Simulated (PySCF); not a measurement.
# Partial charges of `CCCc1cc(Cl)sn1`

Compound: C₆H₈ClNS.
Numbering: `[CH3:1][CH2:2][CH2:3][c:4]1[cH:5][c:6]([Cl:7])[s:8][n:9]1` (hydrogens: H10, H11, H12 on C1; H13, H14 on C2; H15, H16 on C3; H17 on C5)

Geometry (GFN2-xTB, Å), atoms numbered from 1 in this order:
```
atom  x, y, z in Å
C1    -2.072    0.471    0.437
C2    -1.340    0.312   -0.889
C3    -0.364   -0.873   -0.861
C4     0.761   -0.619    0.084
C5     1.843    0.258   -0.175
C6     2.679    0.298    0.903
Cl7    4.115    1.199    1.077
S8     2.070   -0.745    2.146
N9     0.780   -1.193    1.260
H10   -2.757    1.315    0.395
H11   -2.643   -0.426    0.665
H12   -1.366    0.635    1.246
H13   -2.064    0.150   -1.690
H14   -0.789    1.228   -1.116
H15   -0.892   -1.772   -0.543
H16    0.042   -1.032   -1.862
H17    1.988    0.806   -1.086
```

Density: PBE0/pcSseg-1 (PySCF); schemes: Mulliken, IAO, Hirshfeld and ESP-fitted. The structure is a single GFN2-xTB conformer in the gas phase; no vibrational or solvent corrections.

Task: Give the atomic charges in each scheme.

Result: In e; atoms taken as equivalent share a row and are averaged (×n: the atom named and its like, n in all):

```
       atom                  environment  Mulliken     IAO  Hirshfeld  ESP-fitted
         C1                methyl carbon    -0.267  -0.419     -0.120      -0.455
         C2             chain CH2 carbon    -0.283  -0.242     -0.062      +0.343
         C3         benzylic-type carbon    -0.099  -0.270     -0.068      -0.423
         C4  substituted aromatic carbon    +0.024  +0.128     +0.061      +0.427
         C5           aromatic CH carbon    +0.043  -0.235     -0.089      -0.164
         C6         aromatic C–Cl carbon    -0.325  -0.189     -0.021      -0.169
        Cl7                aryl chlorine    -0.034  +0.027     -0.011      +0.013
         S8                  ring sulfur    +0.475  +0.508     +0.160      +0.233
         N9       pyridine-type nitrogen    -0.487  -0.472     -0.191      -0.461
H10/H11/H12              methyl hydrogen    +0.119  +0.141     +0.038      +0.114
    H13/H14           methylene hydrogen    +0.121  +0.132     +0.037      -0.039
    H15/H16           methylene hydrogen    +0.133  +0.151     +0.046      +0.116
        H17            aromatic hydrogen    +0.089  +0.174     +0.061      +0.159
```

Mean size of the charges over all atoms: IAO 0.215 e, ESP-fitted 0.206 e, Mulliken 0.176 e, Hirshfeld 0.066 e. Each set sums to the total charge, 0, to within 0.001 e. The ESP scheme is a least-squares fit of atom-centred charges to the potential on four shells outside the van der Waals surface, with the total charge fixed.

Some averages cover members that differ in this geometry: H15/H16, ESP-fitted +0.091 to +0.141; H10/H11/H12, ESP-fitted +0.097 to +0.135; H13/H14, ESP-fitted -0.056 to -0.023 e.

Lowest charge. All schemes agree: Mulliken N9 (-0.487); IAO N9 (-0.472); Hirshfeld N9 (-0.191); ESP-fitted N9 (-0.461).

Highest charge. The schemes don't all agree: Mulliken S8 (+0.475); IAO S8 (+0.508); Hirshfeld S8 (+0.160); ESP-fitted C4 (+0.427).

Task: How many electrons does the IAO scheme count on N9?

Result: Z − q = 7 − (-0.472) = 7.472.

Task: Sum the charges by element, for elements with more than one atom.

Result: 
```csv
element,atoms,Mulliken,IAO,Hirshfeld,ESP-fitted
C,6,-0.907,-1.228,-0.300,-0.441
H,8,+0.953,+1.165,+0.341,+0.655
```

Task: How closely do the schemes follow one another over all atoms?

Result: Correlation coefficient and root-mean-square difference: IAO with Hirshfeld 0.98, 0.172 e; Mulliken with IAO 0.91, 0.101 e; Mulliken with Hirshfeld 0.88, 0.157 e; Hirshfeld with ESP-fitted 0.74, 0.202 e; IAO with ESP-fitted 0.72, 0.189 e; Mulliken with ESP-fitted 0.55, 0.228 e.
